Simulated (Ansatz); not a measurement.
## Molecular dynamics of H

The input (input.yaml):

```yaml
accuracy: low
crystal:
  lattice:
    - [6.415069, 0.0, 0.0]
    - [0.0, 6.415069, 0.0]
    - [0.0, 0.0, 6.415069]
  atoms:
    - { symbol: H, position: [0.33448217, 0.31083368, 0.52545269] }
    - { symbol: H, position: [0.25862782, 0.24166028, 0.47086117] }
    - { symbol: H, position: [0.11750064, 0.86493917, 0.78949732] }
    - { symbol: H, position: [0.06844798, 0.92671317, 0.69828786] }
    - { symbol: H, position: [0.59545865, 0.86915382, 0.6794025] }
    - { symbol: H, position: [0.56975529, 0.97885553, 0.6700977] }
    - { symbol: H, position: [0.52005404, 0.66942976, 0.11793371] }
    - { symbol: H, position: [0.43335802, 0.65897215, 0.19594627] }
    - { symbol: H, position: [0.41859026, 0.08920849, 0.09455346] }
    - { symbol: H, position: [0.53021132, 0.1054374, 0.11408885] }
    - { symbol: H, position: [0.91142259, 0.62109858, 0.26552208] }
    - { symbol: H, position: [0.99604766, 0.55316039, 0.28724802] }
    - { symbol: H, position: [0.90539864, 0.10020058, 0.29742694] }
    - { symbol: H, position: [0.96299097, 0.05896287, 0.39001131] }
    - { symbol: H, position: [0.60438879, 0.47651601, 0.81097099] }
    - { symbol: H, position: [0.58199011, 0.38670999, 0.87968644] }
basis:
  ecutwfc: 500.0
kpoints:
  mp_grid: { grid: [1, 1, 1] }
hamiltonian:
  xc: r2scan
  dispersion: d3bj
scf:
  occupations: { method: fermi_dirac, width: 0.02 }
  lower_state_search: "off"
md:
  timestep: 0.5
  n_steps: 290
  ensemble: nve
  temperature: 250.0
  initial_velocities: maxwell_boltzmann
  seed: 349353
```

Launched with:

```bash
$ ansatz run input.yaml --threads 1 --pin off --max-ram 3072MiB --backend cpu --events-out ev --progress --plain --runs-dir out
```

It goes on from the last frame of an earlier run, with new velocities.

Output, in part (step lines):

```
md step     0: t =     0.00 fs  T =   250.0 K  F+E_penalty+E_count = -254.89094829 eV  E_kin = 0.484725 eV  conserved = -254.40622330 eV  (6 SCF iters)
md step     1: t =     0.50 fs  T =   245.0 K  F+E_penalty+E_count = -254.88070903 eV  E_kin = 0.475091 eV  conserved = -254.40561775 eV  (5 SCF iters)
md step     2: t =     1.00 fs  T =   238.3 K  F+E_penalty+E_count = -254.86707190 eV  E_kin = 0.462008 eV  conserved = -254.40506424 eV  (5 SCF iters)
md step     3: t =     1.50 fs  T =   233.8 K  F+E_penalty+E_count = -254.85816259 eV  E_kin = 0.453406 eV  conserved = -254.40475645 eV  (5 SCF iters)
md step     4: t =     2.00 fs  T =   234.0 K  F+E_penalty+E_count = -254.85848786 eV  E_kin = 0.453744 eV  conserved = -254.40474401 eV  (6 SCF iters)
md step     5: t =     2.50 fs  T =   238.7 K  F+E_penalty+E_count = -254.86793348 eV  E_kin = 0.462886 eV  conserved = -254.40504724 eV  (5 SCF iters)
md step     6: t =     3.00 fs  T =   245.5 K  F+E_penalty+E_count = -254.88153128 eV  E_kin = 0.475915 eV  conserved = -254.40561625 eV  (4 SCF iters)
md step     7: t =     3.50 fs  T =   249.8 K  F+E_penalty+E_count = -254.89056336 eV  E_kin = 0.484348 eV  conserved = -254.40621492 eV  (3 SCF iters)
[... lines left out ...]
md step   290: t =   145.00 fs  T =   265.6 K  F+E_penalty+E_count = -254.92127833 eV  E_kin = 0.514941 eV  conserved = -254.40633747 eV  (6 SCF iters)
```

The steps, from the saved trajectory:

```
time (fs)  T (K)  potential energy less start (eV)  conserved less start (meV/atom)
      0.0    250                             0.000                             0.00
      4.5    238                             0.023                             0.03
      9.0    223                             0.054                             0.09
     13.5    212                             0.074                             0.08
     18.0    224                             0.051                             0.03
     22.5    220                             0.058                             0.01
     27.0    213                             0.072                             0.04
     31.5    209                             0.081                             0.10
     36.0    215                             0.069                             0.07
     40.5    238                             0.023                             0.02
     45.0    240                             0.019                             0.01
     49.5    231                             0.038                             0.06
     54.0    219                             0.062                             0.10
     58.5    215                             0.068                             0.05
     63.0    222                             0.054                             0.00
     67.5    213                             0.072                             0.03
     72.0    211                             0.078                             0.10
     76.5    224                             0.053                             0.10
     81.0    248                             0.005                             0.01
     85.5    264                            -0.028                            -0.02
     90.0    251                            -0.001                             0.05
     94.5    241                             0.020                             0.12
     99.0    247                             0.007                             0.10
    103.5    268                            -0.035                            -0.01
    108.0    280                            -0.059                            -0.02
    112.5    266                            -0.030                             0.07
    117.0    257                            -0.011                             0.14
    121.5    263                            -0.023                             0.09
    126.0    277                            -0.052                            -0.02
    130.5    278                            -0.054                            -0.02
    135.0    258                            -0.014                             0.07
    139.5    245                             0.011                             0.13
    144.0    249                             0.003                             0.09
```

All steps were run. The conserved energy stayed within 0.14 meV per atom of its start (net change -0.0071 meV per atom), so the integration is sound. A run of 0.14 ps of so small a system gives no equilibrium averages. Limits of this set-up: coarse k mesh, low accuracy level.

Mean squared displacements from the first frame to the last, about the centre of mass: H 2.36 Å².

Last frame:

```xyz
16
Lattice="6.4151 0.0000 0.0000 0.0000 6.4151 0.0000 0.0000 0.0000 6.4151" Properties=species:S:1:pos:R:3
H 0.930 2.296 4.223
H 1.695 2.307 4.165
H 0.485 5.952 5.382
H 0.330 5.487 5.928
H 3.834 4.700 3.175
H 3.421 5.335 3.201
H 3.282 4.366 -0.111
H 3.148 3.885 -0.655
H 2.351 0.957 0.939
H 1.690 0.871 0.598
H 6.994 4.287 1.375
H 6.412 4.471 1.841
H 4.581 0.873 1.865
H 5.234 0.824 2.228
H 6.281 1.921 6.542
H 5.839 2.223 6.050
```

Run time: 8.7 min on 1 thread of Intel(R) Xeon(R) 6975P-C (Granite Rapids) (shared host), peak memory 0.4 GiB.
